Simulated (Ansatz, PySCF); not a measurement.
C₂H₈FNSi₂, SMILES N([Si@H](F)C=C)[SiH3]. Atoms are numbered in the order given.

```xyz
14

C      2.0754    -0.1066     1.2152
C      1.8335     0.3154    -0.0340
Si     0.1777     0.9558    -0.5878
F      0.0158     0.5088    -2.1526
N     -1.0847     0.3101     0.3961
Si    -1.3804    -1.3552     0.8563
H      1.2940    -0.1083     1.9837
H      3.0602    -0.4697     1.5301
H      2.6580     0.2971    -0.7592
H      0.0563     2.4361    -0.5713
H     -1.8328     0.9646     0.6161
H     -1.1341    -1.5916     2.3113
H     -0.4662    -2.2240     0.0694
H     -2.8006    -1.7158     0.5746
```
Charge 0, spin multiplicity 1.

The structure is a stationary point at B3LYP-D3(BJ)/def2-SVP. The structure was generated by enumeration; whether it is a known compound was not checked. Other conformers were not sampled.

Vertical ionisation energy (IE) and electron affinity (EA) in eV. Rows of orbital energies are one-electron estimates. Where ΔSCF, EOM or ADC give a negative EA the extra electron is unbound and the value depends on the basis.

| level | IE | EA |
|---|---|---|
| −ε(HOMO), −ε(LUMO), M06-2X/def2-TZVP (PySCF) | 9.27 | 0.01 |
| −ε(HOMO), −ε(LUMO), PBE/def2-TZVP (PySCF) | 6.56 | 1.87 |
| ΔSCF, PBE0/def2-SVPD (Ansatz), final states of multiplicity 2 and 2 | 9.83 | -0.75 |
| ΔSCF, PBE/def2-SVPD (Ansatz), final states of multiplicity 2 and 2 | (withheld) | (withheld) |

Task: What belongs in the gaps? (Estimate from the structure and the level; the computed values follow.)

Result: 
- ΔSCF, PBE/def2-SVPD (Ansatz, a quantum-chemistry and plane-wave program), final states of multiplicity 2 and 2, IE: 9.43
- ΔSCF, PBE/def2-SVPD (Ansatz), final states of multiplicity 2 and 2, EA: -0.54

Task: What vertical singlet–triplet gap does ΔSCF give with PBE0/def2-SVPD (Ansatz) and with PBE/def2-SVPD (Ansatz)? (Estimate from the structure and the level; the computed values follow.)

Result: 4.05 and 4.22 eV (triplet above singlet where positive).
